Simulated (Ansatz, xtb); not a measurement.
Isomers of C6H6NP in order of energy

6 gas-phase structures of C6H6NP, from a drawn sample of its isomers (lower ones may exist). Each was relaxed with GFN2-xTB; where two conformers were screened, the lower at r2SCAN-D4/def2-SVP//GFN2-xTB is listed:

A. `C=CC1=PC=CN=C1`, a singlet
B. `C#CC1=CN(C)C=P1`, a singlet
C. `C=CC1=NC=CC=P1`, a singlet
D. `C=CC1=NC=CP=C1`, a singlet
E. `C1=CP1n1cccc1`, a singlet
F. `C=Pc1cccnc1`, a singlet

Q: Which do you expect lowest at r2SCAN-D4/def2-SVP//GFN2-xTB, and how would the others follow?

A: Calculated order at r2SCAN-D4/def2-SVP//GFN2-xTB: D (0.0), C (5.0), F (7.6), A (11.0), B (103.7), E (119.7) kJ/mol. Less than 1 kcal/mol parts C and F; F and A, so the order within those pairs means little.

Energies above the lowest of each column, in kJ/mol; the last columns are at r2SCAN-D4/def2-SVP geometries and were run for some of them only (a dash: not run or not comparable):

```csv
structure,GFN2-xTB,HF/STO-3G,r2SCAN-D4/def2-SVP//GFN2-xTB,r2SCAN-D4/def2-SVP,CCSD(T)/def2-SVP + ΔMP2/def2-TZVPP
D,0.2,0.0,0.0,0.0,0.0
C,1.7,7.4,5.0,4.8,9.9
F,4.7,8.9,7.6,7.1,1.0
A,0.0,4.3,11.0,9.9,9.6
B,31.1,71.4,103.7,–,–
E,49.7,104.4,119.7,–,–
```

Every level run on D puts it lowest or level with the lowest. CCSD(T)/def2-SVP + ΔMP2/def2-TZVPP orders those it was run on as D (0.0), F (1.0), A (9.6), C (9.9) kJ/mol. Less than 1 kcal/mol parts D and F; A and C, so the order within those pairs means little. Flexible structures stand in one conformer each, not always the lowest. Frequencies (GFN2-xTB) were run for A, C, D, F alone. ΔMP2 is the change of the MP2 energy from the smaller to the larger basis.

Over these structures GFN2-xTB departs from r2SCAN-D4/def2-SVP//GFN2-xTB by 29.8 kJ/mol on average once a common shift is removed. A GFN2-xTB relaxation took about 0.078 s and the r2SCAN-D4/def2-SVP//GFN2-xTB energy about 2 s on a shared host (Ansatz 0.2.0, xtb 6.7.1).
